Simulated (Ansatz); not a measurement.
Mulliken charges of `[CH3][SnH2][N]=C=O` from PBE/def2-TZVPP in Ansatz (PBE0-D4/def2-TZVP geometry).

```tsv
atom	x (Å)	y (Å)	z (Å)	charge (e)
C1	-1.756	-0.204	0.432	-0.557
Sn2	0.046	-0.530	-0.642	0.801
N3	1.470	0.363	0.498	-0.348
C4	2.466	1.022	0.392	0.133
O5	3.440	1.668	0.356	-0.202
H6	-1.943	0.867	0.507	0.133
H7	-1.656	-0.623	1.433	0.135
H8	-2.594	-0.681	-0.077	0.124
H9	0.510	-2.168	-0.728	-0.110
H10	0.100	0.235	-2.167	-0.110
```

Problem. By hand: the dipole of these point charges (1 e Å = 4.8032 D).

Solution. Σ q r = (-0.734, -0.479, -0.378) e Å, of length 0.955 e Å = 4.59 D.

Problem. How does the dipole of the full density compare? (Estimate.)

Solution. Computed: (-0.727, -0.334, -0.191) e Å, 3.95 D; the point charges give 1.16 times that, at 13° from its direction.

Point charges leave out the atoms' own dipoles, such as those of lone pairs, and Mulliken's split depends on the basis, so the two needn't agree.
